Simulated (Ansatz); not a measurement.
A made-up structure of GeH$_{2}$ClO (charge +1), singlet:

```xyz
5
angstrom
O -1.1359 0.3852 -0.4574
Ge 0.4289 0.2036 0.1674
Cl 1.1845 -1.6714 0.4962
H -1.6643 -0.4023 -0.6558
H -1.4548 1.2714 -0.2252
```

It is relaxed with PBE-D4/def2-SVP and then PBE0-D4/def2-TZVP (Ansatz 0.2.0). Atoms count as bonded within 1.22 times the sum of their covalent radii (H–H: 0.88 Å). The end point is not checked to be a true minimum.

(1) Does its bonding change? (A judgement: the text doesn't fix the answer.)

Answers

(1) By the calculation: No: no bond forms or breaks.

Where it ends: The first stage lowers the energy by 2.09 eV in 9 steps. It ends as GeH₂ClO ([OH2][Ge][Cl]), total charge +1:
```xyz
5
angstrom
O -1.1185 0.3778 -0.3273
Ge 0.8322 0.4006 0.3831
Cl 0.9227 -1.7053 0.3048
H -1.5981 -0.4362 -0.5446
H -1.6799 1.1497 -0.4907
```

Labels in which every atom is bracketed show which atoms are joined, not bond orders.

For scale, one of the runs: PBE0-D4/def2-TZVP relaxation, 128 basis functions, launched by `ansatz run in.yaml --threads 2 --pin off --events-out ev --progress --plain --max-ram 4352MiB`. The run took about 14 s on 2 CPU threads of an Arm Neoverse V2 (shared host).
